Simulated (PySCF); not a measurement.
C4H5FSi, SMILES C#C/C(F)=C/[SiH3].

The structure is a stationary point at B3LYP-D3(BJ)/def2-SVP. The structure was generated by enumeration; whether it is a known compound was not checked.

Method: PBE0/def2-TZVP (PySCF).

The molecule is in vacuum.

- total energy = -544.36290 hartree
- point group = Cs
- highest occupied level = -7.43 eV
- lowest empty level = -1.61 eV
- orbital gap = 5.82 eV
- dipole moment = 1.76 D
- quadrupole, principal values (traceless, Buckingham form, about the centre of nuclear charge) = -5.29, -4.51, 9.79 D·Å
- mean static polarisability = 78.2 bohr³ (11.59 Å³)
- polarisability, principal values = 50.6, 60.5, 123.6 bohr³
